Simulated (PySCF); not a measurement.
**Relaxation of singlet [NaI2]-**

Computed with PBE0 in PySCF with Na def2-TZVPD, I def2-TZVPD with ECP28; scalar-relativistic core potentials, no spin–orbit coupling; density-fitted integrals. A (50,194) grid was used.

A hand-made bent start, of C2v symmetry, held to at least that symmetry:

```xyz
3
charge -1 multiplicity 1, angstrom
Na    0.0000    0.0000   -1.5147
I     2.3592    0.0000    0.1372
I    -2.3592    0.0000    0.1372
```

Q: What forces act on the atoms at the start (eV/Å)?

A: 
```
atom     Fx    Fy     Fz
 Na1   0.00  0.00   0.48
  I2   0.18  0.00  -0.24
  I3  -0.18  0.00  -0.24
```

Q: What does it relax to?

A: It ends at D∞h with Na–I 2.868 Å (×2); I–Na–I 180.0° (after a last refinement on a finer grid). A frequency run shows a minimum. Other isomers or separated fragments may lie lower.

Q: How much energy is released, and in how many steps?

A: 47.6 kJ/mol in 10 steps.

The relaxation took roughly 110 core-seconds on a shared host.
